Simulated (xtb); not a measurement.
Pd, charge +1, quartet (GFN-xTB shapes and energies of metal compounds can be far from the true ones) (a state made from the parent by changing its charge; the spin is typed, not shown lowest); GFN1-xTB in xtb.

Here is a job for xtb.
```
$ xtb mol.xyz --gfn 1 --chrg 1 --uhf 3 --json

# file mol.xyz
1

Pd     0.00000000     0.00000000     0.00000000
```

Q: Write the output that xtb gives for this input, abridged.

A: 
```
   ID    Z sym.   atoms
    1   46 Pd     1

           -------------------------------------------------
          |                Calculation Setup                |
           -------------------------------------------------

           -------------------------------------------------
          |                 G F N 1 - x T B                 |
           -------------------------------------------------

          ...................................................
          :                      SETUP                      :
          :.................................................:
          :  # basis functions                  10          :
          :  # atomic orbitals                   9          :
          :  # shells                            3          :
          :  # electrons                         9          :
          :  # halogen bonds                     0          :
          :  max. iterations                   250          :
          :  Hamiltonian                  GFN1-xTB          :
          :  restarted?                      false          :
          :  GBSA solvation                  false          :
          :  PC potential                    false          :
          :  electronic temp.          300.0000000     K    :
          :  accuracy                    1.0000000          :
          :  -> integral cutoff          0.2500000E+02      :
          :  -> integral neglect         0.1000000E-07      :
          :  -> SCF convergence          0.1000000E-05 Eh   :
          :  -> wf. convergence          0.2000000E-04 e    :
          :  Broyden damping             0.4000000          :
          :  net charge                          1          :
          :  unpaired electrons                  3          :
          ...................................................

 iter      E             dE          RMSdq      gap      omega  full diag
   1     -3.6019733 -0.360197E+01  0.113E+01    4.48       4.5  T
   2     -3.6019733  0.000000E+00  0.905E+00    4.43       4.4  T
   3     -3.6019733  0.000000E+00  0.697E+00    4.39       4.4  T
   4     -3.6019733  0.000000E+00  0.558E+00    4.36       4.4  T
   5     -3.6019733  0.000000E+00  0.446E+00    4.33       4.3  T
   6     -3.6019733  0.000000E+00  0.357E+00    4.32       4.3  T
   7     -3.6019733  0.000000E+00  0.285E+00    4.30       4.3  T
   8     -3.6019733  0.000000E+00  0.228E+00    4.29       4.3  T
[...]
         :: total energy              -3.601973264859 Eh    ::
[...]
         :: dispersion energy          0.000000000000 Eh    ::
         :: halogen bond corr.         0.000000000000 Eh    ::
         :: add. restraining           0.000000000000 Eh    ::
         :: total charge               1.000000000001 e     ::
         :::::::::::::::::::::::::::::::::::::::::::::::::::::

           -------------------------------------------------
          |                Property Printout                |
           -------------------------------------------------

    * Orbital Energies and Occupations

         #    Occupation            Energy/Eh            Energy/eV
      -------------------------------------------------------------
         1        1.6000           -0.8127887             -22.1171
         2        1.6000           -0.8127887             -22.1171
         3        1.6000           -0.8127887             -22.1171
         4        1.6000           -0.8127887             -22.1171
         5        1.6000           -0.8127887             -22.1171
         6        1.0000           -0.5411276             -14.7248 (HOMO)
         7                         -0.3852864             -10.4842 (LUMO)
         8                         -0.3852864             -10.4842
         9                         -0.3852864             -10.4842
      -------------------------------------------------------------
                  HL-Gap            0.1558412 Eh            4.2407 eV
             Fermi-level           -0.6378052 Eh          -17.3556 eV

  Mulliken/CM5 charges         n(s)   n(p)   n(d)
     1Pd    1.00000  1.00000   1.000  0.000  8.000

Wiberg/Mayer (AO) data.
largest (>0.10) Wiberg bond orders for each atom

 ---------------------------------------------------------------------------
     #   Z sym  total        # sym  WBO       # sym  WBO       # sym  WBO
 ---------------------------------------------------------------------------
     1  46 Pd   0.000
 ---------------------------------------------------------------------------

 dipole moment from electron density (au)
     X       Y       Z
   0.0000   0.0000   0.0000  total (Debye):    0.000

           -------------------------------------------------
          | TOTAL ENERGY               -3.601973264859 Eh   |
          | GRADIENT NORM               0.000000000000 Eh/α |
          | HOMO-LUMO GAP               4.240655351814 eV   |
           -------------------------------------------------

normal termination of xtb
```
